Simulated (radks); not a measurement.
All-electron atom: Cs3+ in [Kr] 4d10 5s2 5p4 (the NIST ground configuration).

Calculated with a radial shooting solver on a logarithmic mesh with Libxc functionals: Dirac Kohn-Sham, revPBE, spin-unpolarised, spherical densities, point nucleus; open shells fill j = l - 1/2 first.

Energy parts (eV):
part                      energy
total                 -211930.95
kinetic                225711.77
electron-nucleus      -513844.01
Hartree                 81426.75
exchange-correlation    -5225.46

Orbitals (lengths in bohr, moments of r in powers of bohr; <r^-3> diverges for s and p1/2):
orbital,occ.,eigenvalue (eV),<1/r>,<r^-3>,<r>,small-component weight
1s1/2,2,-35803.24,59.41,-,0.02611,4.12e-02
2s1/2,2,-5639.196,13.92,-,0.1117,8.87e-03
2p1/2,2,-5306.323,13.90,-,0.09403,8.90e-03
2p3/2,4,-4954.065,12.73,5924,0.09992,8.41e-03
3s1/2,2,-1195.978,4.990,-,0.2986,2.66e-03
3p1/2,2,-1057.056,4.901,-,0.2887,2.60e-03
3p3/2,4,-989.5341,4.612,1163,0.3004,2.47e-03
3d3/2,4,-745.7362,4.470,187.9,0.2713,2.35e-03
3d5/2,6,-731.4019,4.396,172.7,0.2750,2.31e-03
4s1/2,2,-249.5782,2.035,-,0.6944,7.89e-04
4p1/2,2,-199.7158,1.928,-,0.7201,7.25e-04
4p3/2,4,-185.9390,1.835,237.8,0.7474,6.83e-04
4d3/2,4,-104.8597,1.602,30.72,0.8280,5.43e-04
4d5/2,6,-102.5648,1.579,27.97,0.8381,5.32e-04
5s1/2,2,-53.7848,0.7876,-,1.674,1.68e-04
5p1/2,2,-40.7437,0.6972,-,1.871,1.35e-04
5p3/2,2,-38.7681,0.6685,34.13,1.940,1.27e-04

The highest occupied level is 5p3/2 at -38.768 eV. The density falls to 0.001 e/bohr^3 at r = 3.60 bohr. Summed over all electrons, <r^2> = 37.31 bohr^2, which gives a Langevin (diamagnetic) susceptibility term of -29.5 x 10^-6 cm^3/mol.
